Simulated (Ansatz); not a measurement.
Job for Ansatz (a program for electronic structure): R-CCSD(T)/cc-pVDZ on C3H9B (SMILES BC(C)C), a point of a torsion scan.

Ansatz 0.2 input:
```yaml
crystal:
  periodic: [false, false, false]
  atoms:
    - {symbol: B, position_ang: [-0.33688240, 1.55834577, 0.18528626]}
    - {symbol: C, position_ang: [0.16312463, 0.07701026, 0.40702167]}
    - {symbol: C, position_ang: [-1.07845199, -0.81581294, 0.17457300]}
    - {symbol: C, position_ang: [1.29208033, -0.36358117, -0.52851153]}
    - {symbol: H, position_ang: [-0.23183680, 2.07293706, -0.85883049]}
    - {symbol: H, position_ang: [-0.87252625, 2.12405917, 1.05731954]}
    - {symbol: H, position_ang: [0.49005765, -0.08836368, 1.43865400]}
    - {symbol: H, position_ang: [-0.96637502, -1.76894019, 0.68710052]}
    - {symbol: H, position_ang: [-1.22305413, -0.99225547, -0.88762781]}
    - {symbol: H, position_ang: [-1.97799360, -0.34114970, 0.56466421]}
    - {symbol: H, position_ang: [1.00551761, -0.22064114, -1.56766887]}
    - {symbol: H, position_ang: [1.53156676, -1.41615334, -0.37988259]}
    - {symbol: H, position_ang: [2.19093983, 0.21971556, -0.33994548]}
basis:
  gaussian:
    orbitals: cc-pVDZ
magnetization: {spin_polarized: false}
correlation: {method: ccsd_t, electrons: outside_noble_gas}
scf: {lower_state_search: off}
```

It printed:

```
WARN ansatz: RAYON_NUM_THREADS=1 ignored (pool sized by the plan → 1); use --threads N
Functional definition: HF
these checks for a lower state are left out or cut short: stability, starts, cluster_reference, orbital_swaps, neighbouring_geometries, increment
integrals: 0.12 GiB planned
910 factors; integrals over basis functions are off by at most 1.2e-3 eV
mean field: 0.20 GiB planned
mean field evaluation 1: about -3902.5453 eV, gradient 2.9e1 eV
mean field evaluation 2: about -3902.5459 eV, gradient 2.9e1 eV
mean field evaluation 4: about -3905.1072 eV, gradient 3.4e0 eV
mean field evaluation 8: about -3905.1459 eV, gradient 3.0e-2 eV
mean field -3905.14594576 eV, -143.5114665037 hartree, gradient 9.3e-7 eV, S^2 0.000000; 0 other end points of the search recorded, 0 dependent functions left out
4 core orbitals not correlated
reference -3905.14594576 eV, -143.5114665037 hartree; 12, 12 occupied and 85, 85 virtual orbitals, 910 factors
second order -14.18680510 eV of doubles, -0.00000000 eV of singles
coupled cluster: 0.41 GiB planned
cycle   1  -15.36850583 eV  change    -1.2e0 eV  update   7.8e-2
cycle   2  -15.81961175 eV  change   -4.5e-1 eV  update   2.3e-2
cycle   3  -15.86369475 eV  change   -4.4e-2 eV  update   7.2e-3
cycle   4  -15.86401189 eV  change   -3.2e-4 eV  update   2.1e-3
cycle   5  -15.86433462 eV  change   -3.2e-4 eV  update   8.5e-4
cycle   6  -15.86426557 eV  change    6.9e-5 eV  update   3.2e-4
cycle   7  -15.86417646 eV  change    8.9e-5 eV  update   1.2e-4
cycle   8  -15.86416980 eV  change    6.7e-6 eV  update   5.0e-5
cycle   9  -15.86415887 eV  change    1.1e-5 eV  update   1.7e-5
perturbative correction -0.44062520 eV, -0.0161926776 hartree
Total energy: -3921.45072984 eV, -144.1106562667 hartree
Checks for a lower state left out: stability, starts, cluster_reference, orbital_swaps, neighbouring_geometries, increment
```

Self-consistency was reached.

Cost: very roughly 6 core-seconds.
